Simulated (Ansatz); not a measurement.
```xyz
11

F    -0.5033   -0.6383    1.7481
C     0.2388   -0.1070    0.6822
Si   -0.5039    1.5717    0.1917
Si    0.2990   -1.3580   -0.7246
Cl    1.3208   -3.0398   -0.1452
H     1.2629    0.0641    1.0408
H    -1.8502    1.3779   -0.4037
H     0.3978    2.1980   -0.8102
H    -0.6044    2.4306    1.3971
H     1.0156   -0.7409   -1.8671
H    -1.0729   -1.7581   -1.1090
```

Total charge 0; spin multiplicity 1.

(1) List the B3LYP/def2-TZVPP orbital energies in eV (the Gaussian-basis code of Ansatz). (Best estimate.)

Results:

(1) Computed: Occupied: -2762.54, -1800.14, -1799.29, -671.63, -278.84, -257.30, -196.32, -196.19, -196.18, -144.60, -143.86, -99.96, -99.89, -99.88, -99.18, -99.17, -99.16, -32.79, -22.73, -19.34, -15.19, -14.93, -13.90, -12.53, -12.34, -10.91, -10.64, -10.09, -9.95, -9.52, -9.14, -8.83, -8.20. Lowest empty: -0.58, -0.08, 0.34, 0.89, 0.96, 1.23, 1.53, 1.70.

B3LYP here is the variant with VWN-RPA as its local correlation; programs differ in this.
